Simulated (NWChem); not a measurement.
SiH₃F; SMILES F[SiH3]

```xyz
5

Si     0.0000     0.0000    -0.4590
F      0.0000     0.0000     1.1655
H      0.9981     0.9981    -0.9329
H      0.3653    -1.3634    -0.9329
H     -1.3634     0.3653    -0.9329
```
Atoms are numbered in this order, from 1.

Program: NWChem. Geometry optimised at PBE0/def2-SVP; all other runs use it. 

```json
[
 {"quantity": "solvation free energy (kcal/mol) in methanol", "level": "PBE0/def2-SVP, SMD", "value": "-1.4"},
 {"quantity": "highest occupied level (eV)", "level": "LC-BLYP (range parameter 0.33 per bohr)/def2-TZVP", "value": "(withheld)"},
 {"quantity": "anisotropy (bohr³) at 589 nm", "level": "B3LYP/def2-SVPD", "value": "(withheld)"},
 {"quantity": "−ε(HOMO) (eV)", "level": "PBE0/aug-cc-pVDZ", "value": "9.79"},
 {"quantity": "dipole (D)", "level": "PBE0/def2-SVP", "value": "1.42"},
 {"quantity": "highest harmonic frequency (cm⁻¹)", "level": "PBE0/def2-SVP", "value": "(withheld)"}
]
```

Question: Fill in the missing entries.

Answer: 
- highest occupied level (eV), value: -12.11
- anisotropy (bohr³) at 589 nm, value: 2.4
- highest harmonic frequency (cm⁻¹), value: 2270
